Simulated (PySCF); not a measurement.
# Why did this PySCF run fail?

```python
from pyscf import gto, dft

mol = gto.M(
    atom='Cd 0 0 0; O 0 0 1.953',
    basis='sto-3g',
    charge=-1,
    spin=3,
    verbose=3,
)
mf = dft.UKS(mol, xc='mn15l')
mf.level_shift = 5.0
mf.kernel()
mf.dip_moment()
print('orbital energies (hartree):', [e[max(0, n-3):n+3].round(4) for e, n in zip(mf.mo_energy, mol.nelec)])
```

```bash
$ python input.py
```

The log, shortened:

```
SCF not converged.
SCF energy = -5483.52656509588 after 50 cycles  <S^2> = 3.7580968  2S+1 = 4.0040464

WARN: System has nonzero charge -1; the dipole moment is origin-dependent.
Location of origin: [0. 0. 0.]

Dipole moment(X, Y, Z, Debye): -0.00000,  0.00000, -2.12974
orbital energies (hartree): [array([0.2687, 0.2895, 0.4472, 5.4626, 5.669 ]), array([0.2806, 0.2868, 0.2987, 5.3434, 5.3727, 5.5001])]
```

Which setting is at fault, why, and what does a mended input give?

The level shift (hartree) (5): a shift this large makes the steps tiny. With this edit
```diff
- mf.level_shift = 5.0
```
the run finishes: E(SCF) = -5483.532434 Eh, ⟨S²⟩ = 3.758.

No relativity is included for the heavy element. The basis has no diffuse functions, which an anion needs. The basis is very small, so the numbers show the basis as much as the system. The bond length is a typed value, not an optimised one. The dipole of an ion depends on the origin. No search for the lowest solution was made.
